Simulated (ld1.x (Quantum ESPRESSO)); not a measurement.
# C (Z = 6): excitation energies, all-electron against TM

ld1.x (Quantum ESPRESSO) 7.5 input, shortened:

```
&input
   title='C', zed=6., rel=1, dft='PBESOL', iswitch=3,
   config='[He] 2s2 2p2 3d-2'
 /
 &inputp
   pseudotype=2, tm=.true., lloc=2,
   nlcc=.false.
 /
3
2S  1  0   2.00   0.00  1.35  1.35  0.0
2P  2  1   2.00   0.00  1.75  1.75  0.0
3D  3  2  -2.00   0.10  1.30  1.30  0.0
 &test
   configts(1)='2s2 2p2'
 /
```

Energies are relative to the spin-unpolarised reference configuration 2s2 2p2; without spin polarisation the order of configurations can differ from experiment. The frozen-core shift is the all-electron ΔE with the core orbitals held at their reference shape minus the fully relaxed ΔE.

```tsv
valence configuration	charge	ΔE all-electron (eV)	error AE − PS (meV)	frozen-core shift (meV)
2s2 2p1	+1	10.789	+20	+0.3
2s1 2p0	+3	82.771	+428	+20
2s2 2p2.3	-0.3	-1.144	+0.3	0.0
2s1 2p2	+1	19.502	-12	+0.8
2s0 2p4	0	16.873	+31	+1.5
2s2 2p1.5	+0.5	3.933	+2.6	0.0
```

**Question.** What are ΔE and the potential's error for 2s2 2p0?

**Answer.** ΔE = 34.807 eV all-electron; the error (AE − PS) is +204 meV.

Levels in the configuration 2s2 2p1:

```json
{"level": "2s", "all-electron (eV)": "-25.620", "pseudo (eV)": "-25.606"}
{"level": "2p", "all-electron (eV)": "-16.907", "pseudo (eV)": "-16.845"}
```
